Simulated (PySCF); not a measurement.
CsO⁺: from constants to spectrum

UHF-CCSD(T) constants of CsO⁺, ³Σ⁻ (triplet), unpaired electrons π ↑↑ (Cs def2-SVP with ECP46, O def2-SVP; scalar-relativistic core potentials (PySCF 2.14); masses 132.9054 and 15.9949 u):

* ωe: 109.5 cm⁻¹
* ωexe: 2.14 cm⁻¹
* Be: 0.1041 cm⁻¹
* αe: 0.00207 cm⁻¹
* D (centrifugal): 3.76e-07 cm⁻¹
* De to Cs⁺ + O: 0.197 eV

Q: Give the vibrational terms G(v) and spacings up to v = 6.

A: G(v) = ωe(v+½) − ωexe(v+½)².

```csv
v,G(v) (cm⁻¹),G(v) − G(v−1),Bv (cm⁻¹)
0,54.2,,0.1031
1,159.4,105.2,0.1010
2,260.4,100.9,0.0989
3,357.0,96.7,0.0969
4,449.4,92.4,0.0948
5,537.5,88.1,0.0927
6,621.3,83.8,0.0906
```

Q: How well does the Morse estimate ωe²/(4ωexe) reproduce De, and what is D0?

A: It gives 0.174 eV, 88 % of the computed De. D0 = De − G(0) = 0.197 − 0.007 = 0.190 eV.

Correlated steps freeze 1 core orbital. The bond is weak. Basis-set superposition, not corrected here, can be much of De in a small basis, most of all at correlated wavefunction levels. These are scalar-relativistic numbers at best; spin–orbit coupling would shift them, the dissociation energy most. For an ion De counts to the pair picked by the measured ionisation energies or electron affinities, which need not be the lowest pair at this level. The state was picked by a PBE0 search and need not be the measured ground state.
